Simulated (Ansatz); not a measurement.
Consider the formal loss of a carbene: `FC(F)O[C@@H](F)[C@H](F)C(F)F` → `F[C]F` + `FCC(F)OC(F)F`.

Calculated with Ansatz (gas phase, PBE0-D4/def2-TZVP geometries, no zero-point term in ΔE). CBS: MP2 limit from def2 TZ/QZ plus the TZ coupled-cluster correction, frozen cores. This one scheme is used for every species. Functionals use def2-TZVPP. B3LYP here is the variant with VWN-RPA as its local correlation; programs differ in this. One conformer a species, not always the lowest.

`FC(F)O[C@@H](F)[C@H](F)C(F)F`:

Z-matrix (Å, degrees):
```
C
F 1 1.330
O 1 1.374 2 106.4
F 1 1.349 2 108.2 3 118.3
H 1 1.094 2 110.3 3 -123.0
C 3 1.387 1 115.5 2 -172.3
F 6 1.368 3 109.7 1 73.7
C 6 1.516 3 107.0 1 -168.3
H 6 1.094 3 112.2 1 -45.7
F 8 1.365 6 108.2 3 179.8
C 8 1.518 6 112.0 3 58.9
H 8 1.095 6 109.0 3 -61.6
F 11 1.349 8 109.3 6 178.0
F 11 1.353 8 109.9 6 59.7
H 11 1.093 8 111.8 6 -61.1
```

`F[C]F`:

Z-matrix (Å, degrees):
```
C
F 1 1.296
F 1 1.296 2 104.7
```

`FCC(F)OC(F)F`:

Z-matrix (Å, degrees):
```
C
C 1 1.507
F 1 1.371 2 109.2
H 1 1.093 2 109.5 3 119.7
H 1 1.093 2 109.4 3 -119.6
O 2 1.388 1 106.6 3 176.1
F 2 1.372 1 109.9 3 -65.2
H 2 1.095 1 111.9 3 53.4
C 6 1.370 2 115.4 1 -168.7
F 9 1.331 6 106.7 2 -172.0
F 9 1.353 6 110.2 2 71.0
H 9 1.094 6 113.3 2 -50.6
```

```csv
level,ΔE (kcal/mol)
B3LYP,53.9
MP2/def2-TZVPP,61.9
CCSD/def2-TZVPP,57.4
CCSD(T)/def2-TZVPP,57.5
HF/def2-QZVPP,49.7
MP2/def2-QZVPP,62.3
HF/CBS(def2),49.7
MP2/CBS(def2),62.9
```

Task: What does CCSD(T)/CBS give? (Best estimate.)

Result: Ansatz gave: +58.5 kcal/mol. The listed levels differ from it by -4.6, 3.4, -1.1, -1.0, -8.8, 3.8, -8.8, 4.4 kcal/mol.

Largest T1 diagnostic among the species: 0.017.

From PBE to PBE0 (25 % exact exchange), in def2-TZVPP and without D4, ΔE moves by +3.7 kcal/mol. In def2-TZVPP, CCSD(T) changes the Hartree–Fock value by +7.4 kcal/mol (the triples alone add +0.0 kcal/mol) and MP2 by +11.8 kcal/mol. The D4 term adds +3.3 kcal/mol with B3LYP and +1.9 kcal/mol with PBE0; it sums over pairs of atoms, weighted by their polarisabilities, and B3LYP, whose exchange is more repulsive, gets the larger term.

CCSD(T)/CBS has its own doubt, a few kJ/mol and more with outer-core shells, so smaller differences from it don't rank the levels.
